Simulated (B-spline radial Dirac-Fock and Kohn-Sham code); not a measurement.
## What relativity does to the binding energies of Tb³⁰⁺

System: terbium as Tb³⁰⁺, configuration 1s2 2s2 2p6 3s2 3p6 3d10 4s2 4p5.

Both columns are ΔSCF binding energies of the configuration average from an atomic code on a B-spline grid: non-relativistic Hartree-Fock with a point nucleus, and Dirac-Fock with a finite nucleus and the Coulomb interaction alone, averaged over the two j levels with weights 2j+1.

| shell | Hartree-Fock (eV) | Dirac-Fock (eV) | shift (eV) | shift (%) |
| --- | --- | --- | --- | --- |
| 1s | 50157.7 | 53359.8 | +3202.06 | +6.38 |
| 2s | 9041.1 | 9872.3 | +831.12 | +9.19 |
| 3s | 2854.0 | 3057.7 | +203.70 | +7.14 |
| 3d | 2357.1 | 2345.4 | -11.78 | -0.50 |
| 4s | 1279.4 | 1343.0 | +63.66 | +4.98 |
| 4p | 1201.8 | 1226.3 | +24.48 | +2.04 |

Relativity binds 1s, 2s, 3s, 4s, 4p more strongly, among those listed most of all 2s in relative terms, and 3d more weakly, because the contracted s and p shells screen the nucleus better.

Values without a named source are computed, but for edge energies of neutral atoms, which are taken from tables.
